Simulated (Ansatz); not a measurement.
A run for Ansatz (a program for electronic structure): R-PBE/def2-TZVPP on stibine (SMILES [SbH3]), atoms moved off the minimum. Elements past Kr take the def2 small-core potentials; no spin–orbit coupling.

Ansatz 0.2 input:
```yaml
crystal:
  periodic: [false, false, false]
  atoms:
    - {symbol: Sb, position_ang: [-0.09410835, 0.03531922, 0.01613419]}
    - {symbol: H, position_ang: [-0.89531844, -1.07894089, -0.83760504]}
    - {symbol: H, position_ang: [-0.55059064, 1.34670014, -0.88778439]}
    - {symbol: H, position_ang: [1.38583703, -0.19642065, -0.88805825]}
basis:
  gaussian:
    orbitals: def2-TZVPP
hamiltonian:
  xc: {name: PBE}
scf: {lower_state_search: off}
output: {forces: true}
```

It printed:

```
WARN ansatz: RAYON_NUM_THREADS=1 ignored (pool sized by the plan → 1); use --threads N
Functional definition: PBE
these checks for a lower state are left out or cut short: stability, starts, cluster_reference, orbital_swaps, neighbouring_geometries, increment
integrals: 0.02 GiB planned
560 factors; their error is unknown
mean field: 0.18 GiB planned
mean field evaluation 1: about -6584.7714 eV, gradient 1.3e1 eV
mean field evaluation 2: about -6584.9730 eV, gradient 1.3e1 eV
mean field evaluation 4: about -6585.4558 eV, gradient 6.3e-1 eV
mean field evaluation 8: about -6585.4466 eV, gradient 3.4e-1 eV
mean field evaluation 16: about -6585.4468 eV, gradient 2.9e-4 eV
mean field -6585.44677543 eV, -242.0107052210 hartree, gradient 3.7e-6 eV, S^2 0.000000; 0 other end points of the search recorded, 0 dependent functions left out
the calculation of the forces begins
reference -6585.44681178 eV, -242.0107065568 hartree; 13, 13 occupied and 79, 79 virtual orbitals, 560 factors
Total energy: -6585.44681178 eV, -242.0107065568 hartree
Atom 0 at    -0.094108     0.035319     0.016134 Å, force     1.538162     0.366400     1.700383 eV/Å
Atom 1 at    -0.895318    -1.078941    -0.837605 Å, force    -0.871727    -1.060008    -1.097076 eV/Å
Atom 2 at    -0.550591     1.346700    -0.887784 Å, force    -0.313424     0.637087    -0.702634 eV/Å
Atom 3 at     1.385837    -0.196421    -0.888058 Å, force    -0.353010     0.056522     0.099327 eV/Å
Dipole moment:    -0.046491    -0.003909     0.025301 e Å
Checks for a lower state left out: stability, starts, cluster_reference, orbital_swaps, neighbouring_geometries, increment
```

Self-consistency was reached.

Cost: around 0.9 core-seconds (rough).
